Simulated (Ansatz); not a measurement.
`ClB1NCO1` + H₂ → `B1NCO1` + HCl at 600 K and 1 bar (hydrogenolysis of a B–Cl bond).

Isolated molecules relaxed with PBE0-D4/def2-TZVP in Ansatz; ΔE leaves out vibrations. CCSD(T)/CBS adds triple-zeta CCSD(T) − MP2 to the extrapolated MP2 energy (def2 sets, frozen cores). This one scheme is used for every species.

```csv
species,CCSD(T)/CBS energy (Eh),H − E (kJ/mol),S (J/(mol·K))
`ClB1NCO1`,-654.39022,186.4,369.4
H₂,-1.17544,43.9,150.8
`B1NCO1`,-195.16121,199.1,335.6
HCl,-460.38127,35.4,207.2
```

H − E and S are ideal-gas, rigid-rotor, harmonic terms from PBE0-D4/def2-TZVP, for one conformer and one mirror image of each species. The MP2-based limit puts H₂ 0.8 mEh under its directly extrapolated value; such offsets cancel only in part. 1 Eh = 2625.50 kJ/mol, R = 8.31446 J/(mol·K).

Q: By hand: ΔE, ΔH, ΔS and ΔG.

A: ΔE = (-195.16121) + (-460.38127) − (-654.39022) − (-1.17544) = 0.02318 Eh = 60.9 kJ/mol. Δ(H − E) = 199.1 + 35.4 − 186.4 − 43.9 = 4.2, so ΔH = 65.1 kJ/mol. ΔS = 335.6 + 207.2 − 369.4 − 150.8 = 22.6 J/(mol·K). ΔG = 65.1 − 600 × (22.6)/1000 = 51.5 kJ/mol.

Q: By hand: the equilibrium constant, and the temperature at which ΔG would vanish if ΔH and ΔS stayed fixed.

A: log₁₀ K = −ΔG/(RT ln 10) = -4.5. ΔG = 0 at ΔH/ΔS = 2881 K, far beyond where these terms or the molecules hold.

ΔH outweighs TΔS. A doubt of 5 kJ/mol in ΔE shifts log₁₀ K by 0.4 here. Other conformers and mirror images would add mixing entropy, several J/(mol·K) or more a flexible species. These are equilibria of isolated gas molecules and say nothing of rates. Largest T1 diagnostic: 0.014 (customary marks: 0.02 for closed shells, 0.045 for open ones).
